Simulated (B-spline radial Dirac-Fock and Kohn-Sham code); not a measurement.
**Rh⁺ in Watson spheres of different radius**

The computed values come from an atomic code on a B-spline grid: Dirac-Fock energy differences between relaxed states, corrected for Breit and QED terms. The ion, [Kr] 4d8, sits in a hollow sphere of charge Q = -1, a simple model of the Madelung potential. Inside the sphere an electron's potential energy is raised by the constant 14.40·|Q|/R eV, so binding energies fall by about that much as long as the orbitals stay inside.

```
radius (Å)  14.40 |Q|/R (eV)  1s (eV)  2s (eV)  2p1/2 (eV)  2p3/2 (eV)  3s (eV)  3p1/2 (eV)  3p3/2 (eV)  4s (eV)  4p1/2 (eV)  4p3/2 (eV)  4d (eV)
       1.6              9.00  23227.9   3426.6      3156.0      3013.5    638.9       532.6       507.5    95.91       61.97       58.12     8.67
       2.2              6.55  23230.0   3428.8      3158.2      3015.7    641.1       534.8       509.6    98.12       64.19       60.35    10.88
```

From the smallest to the largest radius 1s moves by +2.2 eV, while the constant potential alone would give +2.5 eV; the difference comes from charge outside the sphere and its screening.
